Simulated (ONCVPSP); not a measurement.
**gadolinium (Gd) ONCV: all-electron and pseudo phase curves**

ONCVPSP 4.0.1 input, shortened (lines: element, Z, core and valence counts, functional; n l f; lmax; l rc ep ncon nbas qcut; lloc lpopt rc5 dvloc0; l nproj debl; icmod fcfact rcfact), PBE, scalar-relativistic:

```
  Gd 64.00    9    5        4      upf
    1    0    2.00
    2    0    2.00
    2    1    6.00
    3    0    2.00
    3    1    6.00
    3    2   10.00
    4    0    2.00
    4    1    6.00
    4    2   10.00
    4    3    7.00
    5    0    2.00
    5    1    6.00
    5    2    1.00
    6    0    1.00
    3
    0    2.50    0.00    4    8    5.90
    1    2.15    0.00    5    8    5.40
    2    3.20    0.00    4    9    4.40
    3    1.15    0.00    4    9   14.60
    4    1    0.95    6.00
    0    2    3.10
    1    2    2.90
    2    2    1.60
    3    3    2.40
    0    0.00    0.00
```

The phase is arctan(r·R′/R) of the radial function R(r), unwrapped; energies in Ha, scanned from -4 to 5 Ha. A pole is an energy at which the radial function vanishes at the test radius. The pseudo phase is shifted by a multiple of π to meet the all-electron one at the reference energy, and phase errors are pseudo minus all-electron; the curves can meet again beyond the range given. Levels narrower than the energy grid can be missing from the lists of poles. Where the grid stepped over a known ghost or core level, its pole and its step of π were put in at the level’s energy.

| channel | radius (bohr) | reference energy (Ha) | poles, all-electron | poles, pseudo | unbroken range about the reference energy with phases within 0.05 rad | phase error 1 Ha above the reference energy (rad) |
| --- | --- | --- | --- | --- | --- | --- |
| s | 2.55 | -0.34 | -1.99, 1.93 | -1.99, -0.88, 1.93 | -0.9 to 3.8 | +0.001 |
| p | 2.18 | -1.23 | -0.75, 4.82 | -0.75, 4.58 | the whole range | -0.000 |
| d | 3.25 | -0.31 | -0.09, 2.02 | -0.09, 2.02, 3.96 | below 3.3 | +0.008 |
| f | 1.17 | -0.55 | 0.54 | 0.54 | the whole range | -0.000 |

Note: ghosts flagged at negative energy: s at -23.8 eV; GHOST(+) flagged for d at 109.8 eV, p at 149.4 eV. A true bound ghost makes a file unfit for plane-wave use.

Phases in the f channel:

```json
{"E (Ha)": "-3.98", "all-electron": "1.105", "pseudo": "1.105"}
{"E (Ha)": "-3.50", "all-electron": "1.046", "pseudo": "1.046"}
{"E (Ha)": "-3.02", "all-electron": "0.959", "pseudo": "0.959"}
{"E (Ha)": "-2.54", "all-electron": "0.821", "pseudo": "0.821"}
{"E (Ha)": "-2.06", "all-electron": "0.572", "pseudo": "0.572"}
{"E (Ha)": "-1.58", "all-electron": "0.088", "pseudo": "0.088"}
{"E (Ha)": "-1.10", "all-electron": "-0.612", "pseudo": "-0.612"}
{"E (Ha)": "-0.62", "all-electron": "-1.109", "pseudo": "-1.109"}
{"E (Ha)": "-0.14", "all-electron": "-1.371", "pseudo": "-1.371"}
{"E (Ha)": "0.34", "all-electron": "-1.524", "pseudo": "-1.524"}
{"E (Ha)": "0.82", "all-electron": "-1.630", "pseudo": "-1.630"}
{"E (Ha)": "1.30", "all-electron": "-1.715", "pseudo": "-1.715"}
{"E (Ha)": "1.78", "all-electron": "-1.793", "pseudo": "-1.793"}
{"E (Ha)": "2.26", "all-electron": "-1.874", "pseudo": "-1.874"}
{"E (Ha)": "2.74", "all-electron": "-1.967", "pseudo": "-1.967"}
{"E (Ha)": "3.22", "all-electron": "-2.084", "pseudo": "-2.084"}
{"E (Ha)": "3.70", "all-electron": "-2.245", "pseudo": "-2.245"}
{"E (Ha)": "4.18", "all-electron": "-2.481", "pseudo": "-2.481"}
{"E (Ha)": "4.66", "all-electron": "-2.828", "pseudo": "-2.828"}
```
